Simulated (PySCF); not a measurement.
Mean polarisability (bohr³) of eight silicon and germanium compounds: PBE beside r2SCAN, computed with PySCF for isolated molecules in the bases named; differences from unrounded values. The eight are the first of their class met in an unordered collection, after screening for sound electronic states; none was chosen by its value. Each molecule has one DFT geometry for both levels.

```
molecule                                                   basis  r2SCAN    PBE  difference
----------------------------------------------------  ----------  ------  -----  ----------
C3H8O2Si, SMILES O[C@H]1CO[SiH2]C1                     def2-TZVP    66.3   68.2         2.0
CH6ClNSi3, SMILES [SiH3][Si@@H]1N=C[Si@@H]1Cl          def2-TZVP   112.0  115.3         3.3
Si(CCH)2(F)(Me) (C5H5FSi), SMILES C#C[Si](C)(F)C#C     def2-TZVP    76.5   78.5         2.0
CH8FNOSi2, SMILES F[Si@H](O)[Si@@H](N)C                def2-TZVP    75.3   78.0         2.7
GeH6OSi, SMILES O[SiH2][GeH3]                         def2-TZVPD    68.2   70.8         2.6
Si(H)(Cl)(Me)(NH2) (CH6ClNSi), SMILES C[SiH](Cl)N      def2-TZVP    56.8   58.7         1.8
B₂H₆O₄Si, SMILES OB(O)[SiH2]B(O)O                      def2-TZVP    73.0   76.0         3.0
Si(F)(Me)2(SeH) (C2H7FSeSi), SMILES C[Si](C)(F)[SeH]   def2-TZVP    75.5   77.8         2.3
```

PBE lies below r2SCAN in 0 and above it in 8 of the eight; the mean signed difference is 2.5 and the largest 3.3 bohr³.
